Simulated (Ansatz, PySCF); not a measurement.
Species: Cs$_{2}$, net charge 0, singlet state. SMILES: [Cs][Cs]
Geometry: optimised at B3LYP-D3(BJ)/def2-TZVP (Ansatz, a quantum-chemistry and plane-wave program).

Property: vertical triplet-singlet gap, E(triplet) - E(singlet), in eV. Terms: each state is the SCF solution reached for its charge and spin; def2 sets with scalar-relativistic core potentials past Kr; spin-orbit terms left out; STO-3G and 3-21G all-electron and non-relativistic; LANL2DZ with its own core potentials from Na on; UHF or UKS for open shells; valence correlation only (noble-gas shells and the d and f shells of earlier blocks; the outer core of K, Ca and congeners matters and is frozen too). First-principles rows: single points at B3LYP-D3(BJ) geometries (Ansatz). The Hartree-Fock reference of [Cs][Cs] is unstable towards a lower, spin-broken solution. Levels can end on unlike triplets.

| level | program | vertical triplet-singlet gap, E(triplet) - E(singlet) (eV) |
|---|---|---|
| HF/LANL2DZ | Ansatz | 0.04 |
| PBE/LANL2DZ | Ansatz | 0.59 |
| B3LYP/3-21G | Ansatz | 0.55 |
| B3LYP/LANL2DZ | Ansatz | 0.56 |
| M06-2X/LANL2DZ | PySCF | 0.72 |
| MP2/LANL2DZ | Ansatz | 0.28 |
| PBE/def2-TZVPD | Ansatz | 0.57 |
| B3LYP/def2-TZVPD | Ansatz | 0.54 |

No value to compare with is used here. The 6 habitual levels span 0.04 (HF/LANL2DZ) to 0.72 eV (M06-2X/LANL2DZ); PBE/def2-TZVPD gives 0.57.

The levels are drawn from those run, B3LYP/6-31G* more often than the rest, none by its result; left out are runs that failed, that the program found above a lower state of the same kind, or whose <S^2> lies over 0.5 above the pure value.
